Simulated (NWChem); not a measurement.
System: TiNH$_{3}$O$_{2}$; SMILES [NH2][Ti]([OH])=[O]

Input file for NWChem:

```
start job
memory heap 200 mb stack 900 mb global 1100 mb
geometry units angstroms noautosym nocenter noautoz
  Ti    -0.091552    -0.067880     0.297470
  O     -1.678751    -0.080847     0.142571
  O      0.834927    -1.629707     0.362739
  H      0.570512    -2.552604     0.321340
  N      0.683557     1.656691     0.403924
  H      1.675309     1.866142     0.504445
  H      0.171474     2.535406     0.369651
end
basis spherical
  * library 6-31g*
end
dft
  xc b3lyp
  iterations 150
end
property
  shielding
end
task dft property
```

Output (shortened):

```
             Northwest Computational Chemistry Package (NWChem) 7.3.0
             --------------------------------------------------------

                             Geometry "geometry" -> ""
                             -------------------------

 Output coordinates in angstroms (scale by  1.889725989 to convert to a.u.)

  No.       Tag          Charge          X              Y              Z
 ---- ---------------- ---------- -------------- -------------- --------------
    1 Ti                  22.0000    -0.09155200    -0.06788000     0.29747000
    2 O                    8.0000    -1.67875100    -0.08084700     0.14257100
    3 O                    8.0000     0.83492700    -1.62970700     0.36273900
    4 H                    1.0000     0.57051200    -2.55260400     0.32134000
    5 N                    7.0000     0.68355700     1.65669100     0.40392400
    6 H                    1.0000     1.67530900     1.86614200     0.50444500
    7 H                    1.0000     0.17147400     2.53540600     0.36965100

 Effective nuclear repulsion energy (a.u.)     215.5550250331

                              NWChem Property Module
                              ----------------------

  itol2e modified to match energy
  convergence criterion.

                                 NWChem DFT Module
                                 -----------------

 Summary of "ao basis" -> "ao basis" (spherical)
 ------------------------------------------------------------------------------
       Tag                 Description            Shells   Functions and Types
 ---------------- ------------------------------  ------  ---------------------
 Ti                          6-31g*                 12       34   5s4p2d1f
 O                           6-31g*                  6       14   3s2p1d
 H                           6-31g*                  2        2   2s
 N                           6-31g*                  6       14   3s2p1d

  itol2e modified to match energy
  convergence criterion.

[...]

          -----------------------------------------
          Chemical Shielding Tensors (GIAO, in ppm)
          -----------------------------------------

                                NWChem CPHF Module
                                ------------------

  scftype          =     RHF
  nclosed          =       24
  nopen            =        0
  variables        =     1392
  # of vectors     =        3
  tolerance        = 0.10D-03
  level shift      = 0.00D+00
  max iterations   =       50
  max subspace     =       30

 SCF residual:    5.1799593512675445E-005

Iterative solution of linear equations
  No. of variables     1392
  No. of equations        3
  Maximum subspace       30
        Iterations       50
       Convergence  1.0D-04

   iter   nsub   residual    time
   ----  ------  --------  ---------
     1      3    1.22D+00      50.6
     2      6    5.39D-02      56.1
     3      9    5.43D-03      60.5
     4     12    5.47D-04      65.0
     5     15    1.72D-05      69.5

      Atom:    1  Ti
        Diamagnetic
   1615.0187     -0.3093      1.8056
     -0.3093   1612.4223      0.2424
      1.8056      0.2424   1596.6970

        Paramagnetic
  -1598.4442     96.4764     64.1172
     96.4764  -2023.7530     13.0768
     64.1172     13.0768  -2231.0317

        Total Shielding Tensor
     16.5745     96.1671     65.9228
     96.1671   -411.3307     13.3192
     65.9228     13.3192   -634.3347

           isotropic =    -343.0303
          anisotropy =    -446.9640

          Principal Components and Axis System
                 1           2           3
             -641.0063   -431.9467     43.8621

      1        -0.0973     -0.2091      0.9730
      2        -0.0170      0.9779      0.2085
      3         0.9951     -0.0038      0.0987

      Atom:    2  O
        Diamagnetic
    418.2074      0.1265      2.5146
      0.1265    392.5399      0.0147
      2.5146      0.0147    392.6659

        Paramagnetic
   -153.8291     20.7283    112.4021
     20.7283  -2046.9066    -10.5623
    112.4021    -10.5623  -1292.4272

        Total Shielding Tensor
    264.3783     20.8548    114.9166
     20.8548  -1654.3667    -10.5476
    114.9166    -10.5476   -899.7613

           isotropic =    -763.2499
          anisotropy =   -1337.2941

          Principal Components and Axis System
                 1           2           3
            -1654.7794   -910.7858    275.8154

      1        -0.0118     -0.0970      0.9952
      2         0.9998     -0.0168      0.0102
      3         0.0158      0.9951      0.0972

      Atom:    3  O
        Diamagnetic
    386.0468     -5.9023      0.6109
     -5.9023    413.5854     -0.0068
      0.6109     -0.0068    378.9186

        Paramagnetic
   -441.9479   -343.7121    -29.7674
   -343.7121   -468.0958    -38.1661
    -29.7674    -38.1661   -199.3912

        Total Shielding Tensor
    -55.9010   -349.6144    -29.1565
   -349.6144    -54.5104    -38.1729
    -29.1565    -38.1729    179.5274

           isotropic =      23.0386
          anisotropy =    -647.5685

          Principal Components and Axis System
                 1           2           3
             -408.6737    294.7777    183.0119

      1         0.7050     -0.7025     -0.0976
      2         0.7046      0.7094     -0.0163
      3         0.0807     -0.0572      0.9951

      Atom:    4  H
        Diamagnetic
     20.3845      3.8228      0.2818
      3.8228     46.9047      0.8541
      0.2818      0.8541     18.2111

[...]
```

Level: B3LYP/6-31G* (spherical d), GIAO. Coordinates come from a PBE0/def2-SVP optimisation. B3LYP is NWChem's, with the RPA form of VWN correlation. The printed shielding anisotropy is the first printed principal value minus the mean of the other two.
